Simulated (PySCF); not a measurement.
C3H3BN2O2. Atoms are numbered in the order given.

```xyz
11

B     -0.5667    -0.4060    -0.0992
C     -1.8390    -1.3062    -0.2677
H     -1.5853    -2.3355    -0.5596
H     -2.5653    -0.8861    -0.9773
H     -2.3444    -1.3715     0.7132
N     -0.6082     0.9935    -0.3572
C     -0.7306     2.1567    -0.6045
O     -0.8407     3.2937    -0.8429
N      0.6663    -0.9533     0.3572
C      1.6613    -1.4959     0.7374
O      2.6372    -2.0169     1.1089
```
Charge 0, spin multiplicity 1.

The structure is a stationary point at PBE0-D3(BJ)/def2-SVP. The values are those of a single conformer.

Vertical ionisation energy (IE) and electron affinity (EA) in eV. Rows of orbital energies are one-electron estimates. Where ΔSCF, EOM or ADC give a negative EA the extra electron is unbound and the value depends on the basis.

```tsv
level	IE	EA
−ε(HOMO), −ε(LUMO), ωB97X/def2-TZVP (PySCF)	[?]	[?]
−ε(HOMO), −ε(LUMO), PBE/def2-TZVP (PySCF)	7.32	2.58
```

Problem. Complete the blanks. (Estimate from the structure and the level; the computed values follow.)

Solution. 
- −ε(HOMO), −ε(LUMO), ωB97X/def2-TZVP (PySCF), IE: 11.10
- −ε(HOMO), −ε(LUMO), ωB97X/def2-TZVP (PySCF), EA: -0.50
